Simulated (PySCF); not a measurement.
## Ionisation energy of Tc by level of theory

Tc [Kr] 4d5 5s2 (6S) → Tc+ [Kr] 4d5 5s1 (7S), as a difference of total energies. All numbers are calculated (PySCF 2.14, scalar relativity by spin-free X2C-1e, in aug-cc-pwCVTZ-DK). The calculations carry no spin-orbit coupling.

| method | ionisation energy (eV) |
| --- | --- |
| UHF | 5.540 |
| HSE06 | 6.724 |
| PBEsol | 6.839 |
| LC-wPBE | 6.515 |

For comparison: 7.119 eV (measured; NIST Atomic Spectra Database, ionization energies).
